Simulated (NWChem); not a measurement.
Species: BH2, doublet; SMILES [BH2]

```xyz
3

B      0.0000     0.0000     0.1570
H      1.0717     0.0000    -0.3671
H     -1.0717     0.0000    -0.3671
```
Atoms are numbered in this order, from 1.

Computed with NWChem. Pople sets run with spherical d functions. Spin-unrestricted. In the optimisation the excess spin sits in a1 (C2v, its own frame). Structure relaxed at the B3LYP/6-31G* (spherical d), spin-unrestricted level. No stability test was run on the SCF state. Vzz is the largest principal value of the second derivative of the potential at the nucleus (NWChem prints the opposite sign); η is the asymmetry. Non-relativistic.

```
level            Vzz B1 (a.u.)  η B1
---------------  -------------  ----
B3LYP/def2-TZVP              …  0.35
B3LYP/6-31G*             0.567  0.30
PBE0/def2-SVP            0.560  0.26
PBE0/def2-TZVP           0.613  0.36
```

Problem. What belongs in the gaps?

Solution. 
- B3LYP/def2-TZVP, Vzz B1 (a.u.): 0.626
